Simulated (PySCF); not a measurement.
**Static response to an electric field**

[SnF5]- (charge -1).
Structure used (PBE0-D3(BJ)/def2-SVP), in Å, numbered top down from 1:
```
atom  x, y, z in Å
Sn1   -0.003   -0.001    0.000
F2    -0.031   -0.010    1.955
F3     0.009    0.005   -1.955
F4     1.941    0.017    0.019
F5    -0.966    1.689   -0.003
F6    -0.950   -1.700   -0.016
```

Level: CAM-B3LYP/def2-SVPD (PySCF), static field, nuclei fixed, core orbitals frozen in the response. The polarisability tensor in these axes (au):

```
x   40.59  0.03 -0.03
y    0.03 40.82 -0.01
z   -0.03 -0.01 42.86
```

Give the principal values, the mean and the anisotropy Δα = √{½[(α1 − α2)² + (α2 − α3)² + (α1 − α3)²]}.

Principal values 40.59, 40.82 and 42.86 au; mean 41.42 au = 6.14 Å³ = 6.83 × 10⁻⁴⁰ C²·m²/J; Δα = 2.17 au (5 % of the mean).

In TDDFT the mean static polarisability is Σ f/ω² over all singlet excitations (ω in hartree). How much of it do the 10 lowest give? Their energies (eV) and oscillator strengths: 6.98, 0.0000; 7.00, 0.0000; 7.37, 0.0205; 7.37, 0.0230; 7.67, 0.0000; 7.71, 0.1396; 7.95, 0.1309; 7.96, 0.0076; 7.96, 0.1331; 8.05, 0.0001.

They add up to 5.51 au, 13.3 % of the 41.42 au; the largest single term is 1.74 au, from the state at 7.71 eV. Terms in order: 0.00, 0.00, 0.28, 0.31, 0.00, 1.74, 1.53, 0.09, 1.55, 0.00 au. Higher excitations give the rest. The strengths listed sum to 0.455.

What depolarisation ratio follows for Rayleigh scattering of linearly polarised light, taking the static tensor?

ρ = 3Δα²/(45ᾱ² + 4Δα²) = 14.1/(77214 + 18.8) ≈ 0.000182.

Geometry: PBE0-D3(BJ)/def2-SVP; no solvent, vibrations or thermal averaging. Atoms past krypton carry effective core potentials; spin–orbit coupling is left out. The geometry's basis has no diffuse functions.
